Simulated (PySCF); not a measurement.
C₃H₁₂Ge₂Si.
Cartesian coordinates in Å at the PBE0-D3(BJ)/def2-SVP level; atoms count from 1:
```
atom  x, y, z in Å
Si1    2.293   -1.363   -0.188
Ge2    0.468   -0.030    0.573
Ge3    1.162    2.265    0.952
C4    -0.990   -0.088   -0.717
C5    -1.953   -1.246   -0.727
C6    -2.416    0.102   -0.271
H7     1.854   -2.772   -0.429
H8     2.821   -0.805   -1.473
H9     3.402   -1.370    0.815
H10   -0.072   -0.614    1.900
H11    1.696    2.875   -0.360
H12   -0.023    3.123    1.437
H13    2.283    2.335    2.007
H14   -0.733    0.332   -1.696
H15   -2.301   -1.613   -1.697
H16   -1.831   -2.032    0.025
H17   -2.613    0.246    0.796
H18   -3.085    0.669   -0.925
```

Method used: PBE0-D3(BJ)/def2-SVP geometry optimisation, gas phase in PySCF 2.14.0.

Masses are those of the commonest isotopes; rigid-rotor values at the optimised geometry. The values belong to one conformer with, in the numbering `[SiH3:1][Ge@@H:2]([GeH3:3])[CH:4]1[CH2:5][CH2:6]1`, Si1–Ge2–C4–C5 82°.

Q: Give the principal moments of inertia and the rotational constants in GHz.

A: Ia = 361.29, Ib = 579.02, Ic = 876.61 u·Å²; 505379 MHz·u·Å²/I gives 1399, 872.8 and 576.5 MHz, that is A = 1.3988, B = 0.8728, C = 0.5765 GHz.

Q: What kind of rotor is it?

A: An asymmetric top: κ = (2 × 872.8 − 1399 − 576.5)/(1399 − 576.5) = -0.28.

Q: What does the inertial defect say?

A: Not planar: Δ = Ic − Ia − Ib = -63.70 u·Å². For a rigid frame Δ = −2 Σ m c², so Σ m c² = 31.85 u·Å² lies off the ab plane: 15.64 from hydrogen and 16.21 from heavier atoms. The atom farthest from that plane is 1.86 Å away.

Q: List the rotational levels J(Ka,Kc) to J = 4 (K).

A: Above 0(0,0), as E/k:
J = 1: 1(0,1) 0.070, 1(1,1) 0.095, 1(1,0) 0.109
J = 2: 2(0,2) 0.204, 2(1,2) 0.220, 2(1,1) 0.262, 2(2,1) 0.338, 2(2,0) 0.343
J = 3: 3(0,3) 0.397, 3(1,3) 0.405, 3(1,2) 0.489, 3(2,2) 0.547, 3(2,1) 0.567, 3(3,1) 0.711, 3(3,0) 0.712
J = 4: 4(0,4) 0.644, 4(1,4) 0.647, 4(1,3) 0.783, 4(2,3) 0.821, 4(2,2) 0.872, 4(3,2) 0.996, 4(3,1) 1.002, 4(4,1) 1.217, 4(4,0) 1.217

Q: Which lines would a microwave search look for?

A: The dipole components are |μa| = 0.77 D, |μb| = 0.66 D, |μc| = 0.25 D. Intensities carry the squares of the components, which stand as 1.00 : 0.73 : 0.11 (a : b : c). Some lines, for components of 0.1 D or more:

```tsv
type	branch	J(Ka,Kc)	MHz	lower level (cm⁻¹)
c	Q	2(1,2) ← 2(0,2)	324	0.142
b	Q	1(1,0) ← 1(0,1)	822	0.048
c	Q	3(2,2) ← 3(1,2)	1205	0.340
b	Q	2(1,1) ← 2(0,2)	1213	0.142
b	R	1(1,1) ← 0(0,0)	1975	0.000
c	R	1(1,0) ← 0(0,0)	2272	0.000
b	Q	2(2,1) ← 2(1,2)	2467	0.153
c	Q	3(3,1) ← 3(2,1)	3000	0.394
b	Q	3(3,0) ← 3(2,1)	3020	0.394
b	R	2(1,2) ← 1(0,1)	3128	0.048
b	R	3(1,2) ← 2(2,1)	3143	0.235
a	R	3(1,3) ← 2(1,2)	3852	0.153
a	R	3(0,3) ← 2(0,2)	4020	0.142
b	R	2(2,1) ← 1(1,0)	4773	0.076
c	R	3(2,1) ← 2(1,1)	6348	0.182
c	R	3(3,0) ← 2(2,0)	7696	0.238
```

Q: Estimate the classical rotational partition function at 10 K, 25 K and 50 K.

A: Point group C1, symmetry number σ = 1; q = (√π/σ)·√((kT/h)³/(ABC)), k/h = 20836.6 MHz/K: 6350 at 10 K, 25100 at 25 K, 71000 at 50 K.

Whether it is a minimum is left open (no frequencies). No vibrational averaging or centrifugal distortion is included, and the geometry carries the error of its method. A rigid rotor knows nothing of internal rotation, which can split or shift real lines.

The run took 4.4 min of wall time on one thread, Arm Neoverse N1 (aarch64), no GPU, on a shared host, and the process peaked at 0.88 GiB of memory. This is the geometry optimisation.
